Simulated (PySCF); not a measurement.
## CoOCl + HBr → CoOBr + HCl

Level: PBE0 in the def2-TZVP basis family, all electrons, no relativity, computed in PySCF with density fitting; open shells unrestricted.

```json
{"species": "CoOCl", "state and structure": "quintet, C∞v, Co–Cl 2.123 Å, Co–O 1.620 Å; Cl–Co–O 180.0°", "E (Eh)": "-1917.79325", "ZPE (kJ/mol)": "8.9", "H(298 K) − H(0) (kJ/mol)": "13.5", "S° (J/(mol K))": "286.9"}
{"species": "HBr", "state and structure": "singlet, C∞v, H–Br 1.421 Å", "E (Eh)": "-2574.45811", "ZPE (kJ/mol)": "16.0", "H(298 K) − H(0) (kJ/mol)": "8.7", "S° (J/(mol K))": "198.5"}
{"species": "CoOBr", "state and structure": "quintet, C∞v, Co–Br 2.265 Å, Co–O 1.621 Å; Br–Co–O 180.0°", "E (Eh)": "-4031.59198", "ZPE (kJ/mol)": "8.1", "H(298 K) − H(0) (kJ/mol)": "13.9", "S° (J/(mol K))": "298.8"}
{"species": "HCl", "state and structure": "singlet, C∞v, H–Cl 1.279 Å", "E (Eh)": "-460.66440", "ZPE (kJ/mol)": "17.9", "H(298 K) − H(0) (kJ/mol)": "8.7", "S° (J/(mol K))": "186.6"}
```

Question: What is the electronic reaction energy?

Answer: At PBE0/def2-TZVP, ΔE = -13.2 kJ/mol from the differences of the total energies times 2625.5, downhill. 

Question: Add zero-point, thermal and entropy terms for 298.15 K and 1 bar.

Answer: ΔZPE = 1.1 and Δ[H(298) − H(0)] = 0.4 kJ/mol give ΔH° = -11.7 kJ/mol. ΔS° = 0.0 J/(mol K), so ΔG° = -11.7 − 298.15 × (0.0000) = -12 kJ/mol and log₁₀K = 2.0.

Open d or f shells are single determinants, so the state found may not be the ground state. Only the bonding shown was studied: isomers, or loss of a ligand pair, can lie lower.
